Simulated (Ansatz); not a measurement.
A nudged elastic band was laid between two geometries of FH$_{5}$OSi$_{2}$ (9 atoms, charge 0, multiplicity 1).

All numbers below come from RKS PBE-D4/6-31G* (Ansatz 0.2.0).

* movable images: 7
* climbing image: yes
* spring: 5.0 eV/Å²
* optimiser: quadratic models (default)
* start path: through a guess of the saddle point
* force threshold: 0.03 eV/Å
* iteration limit: 60
* end points: relaxed

Image 0:

```xyz
9
Properties=species:S:1:pos:R:3
F -1.703 1.199 -1.374
Si -0.182 1.304 -0.825
O 0.405 -0.197 -0.462
Si 0.292 -1.334 0.762
H 0.670 1.867 -1.913
H -0.201 2.153 0.409
H 1.599 -2.060 0.839
H -0.806 -2.310 0.466
H 0.014 -0.668 2.080
```

Image 8:

```xyz
9
Properties=species:S:1:pos:R:3
F -1.383 2.051 -0.234
Si -0.093 1.289 -0.852
O -0.177 -0.330 -0.538
Si 0.114 -1.359 0.752
H -0.113 1.461 -2.334
H 1.128 1.869 -0.206
H 1.080 -0.736 1.718
H 0.699 -2.626 0.212
H -1.167 -1.666 1.466
```

What changes between the two ends?

No bond is made or broken. The dihedral Si2–O3–Si4–H9 goes from -28 to 97°.

What energy profile does the band end with?

The forces met the threshold. The highest image is number 4 of 0 to 8, 1.1 kJ/mol above the ends, which have the same energy within 2 meV. A vibrational analysis at the climbing image gives one clearly imaginary mode, 46i cm⁻¹: a first-order saddle point.

| image | path coordinate (Å) | energy (kJ/mol) | dihedral Si2–O3–Si4–H9 (°) |
| --- | --- | --- | --- |
| 0 | 0.00 | 0.0 | -28 |
| 1 | 0.50 | 0.0 | -18 |
| 2 | 1.00 | 0.3 | -7 |
| 3 | 1.50 | 0.8 | 6 |
| 4 | 2.00 | 1.1 | 21 |
| 5 | 2.49 | 0.9 | 41 |
| 6 | 2.99 | 0.6 | 61 |
| 7 | 3.48 | 0.2 | 80 |
| 8 | 3.97 | 0.0 | 97 |

What is the geometry of the highest image?


```xyz
9
Properties=species:S:1:pos:R:3
F -1.704 1.596 -0.620
Si -0.113 1.344 -0.805
O 0.250 -0.234 -0.489
Si 0.207 -1.385 0.723
H 0.249 1.609 -2.228
H 0.602 2.246 0.153
H 1.567 -1.516 1.340
H -0.190 -2.694 0.117
H -0.780 -1.012 1.791
```

The band took 6 iterations and of the order of 2 core-minutes.

Run time: 2 min on 1 thread of Arm Neoverse V1, on a shared host, peak memory 0.14 GiB.
